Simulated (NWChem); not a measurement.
C2H7FOSi; SMILES [SiH2](F)COC

```xyz
12

C      0.3925    -2.3462     0.5079
O     -0.2368    -1.5882    -0.4820
C     -0.8404    -0.4014    -0.0076
Si     0.3776     1.0163    -0.2923
F     -0.1930     2.3794     0.3985
H     -0.3304    -2.7167     1.2616
H      1.1814    -1.7813     1.0417
H      0.8597    -3.2120     0.0179
H     -1.7628    -0.2290    -0.5886
H     -1.1519    -0.4860     1.0516
H      0.5382     1.2708    -1.7500
H      1.6974     0.7032     0.3252
```
Atoms are numbered in this order, from 1.

Results from NWChem. Pople sets run with spherical d functions. Geometry: optimised at PBE0/def2-SVP. No frequency run checked for a minimum. Level PBE/6-31G*: energy and gradient on several grids; changes count from the extra-fine grid, which is no exact limit either.

| grid | size of the energy change (μHa) | largest change of a gradient component (μHa/bohr) | time, medium = 1 (rough) |
|---|---|---|---|
| xcoarse | 5000 | 3000 | about 1 |
| coarse | 90 | 400 | about 1 |
| medium | < 10 | 40 | about 1 |
| fine | < 10 | < 30 | about 1 |
| xfine | < 10 | < 30 | 2 |
